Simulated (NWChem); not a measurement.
Species: C$_{3}$H$_{5}$BFN; SMILES C(=CB(F)N)=C

```xyz
11

C      0.2511    -2.7108     0.0000
C     -0.3091    -1.5306     0.0000
C     -0.8510    -0.3334     0.0000
B      0.0056     0.9728     0.0000
N     -0.5793     2.2440     0.0000
F      1.3446     0.8916     0.0000
H      0.4963    -3.2203     0.9375
H      0.4963    -3.2203    -0.9375
H     -1.9486    -0.2764     0.0000
H     -0.0260     3.0906     0.0000
H     -1.5774     2.3949     0.0000
```
Atoms are numbered in this order, from 1.

Level: PBE0/def2-SVP (NWChem), optimised geometry, unscaled harmonic frequencies. 

Problem. List the harmonic frequencies with IR intensities, and the thermochemistry.

Solution. 
```csv
frequency (cm⁻¹),IR intensity (km/mol)
69,3.6
115,2.3
323,0.1
346,5.7
390,4.0
408,5.3
462,172.0
575,15.7
583,6.5
682,36.7
789,6.1
840,59.8
885,4.4
891,22.2
978,0.8
1088,2.2
1228,68.3
1358,228.5
1407,101.6
1459,64.0
1600,288.3
2075,230.4
3146,3.1
3155,0.9
3248,0.5
3648,73.3
3761,44.1
```

```
Quantity                                                                            Value
-----------------------------------------------------------------------  ----------------
zero-point energy                                                           50.7 kcal/mol
thermal correction to the enthalpy at 298.15 K (with zero-point energy)     55.6 kcal/mol
heat capacity Cv                                                         23.9 cal/(mol K)
entropy at 298.15 K and 1 atm (symmetry number 1)                        80.8 cal/(mol K)
dipole moment                                                                      2.18 D
```

Rigid rotor and harmonic oscillator; modes under 100 cm⁻¹ make the entropy uncertain.
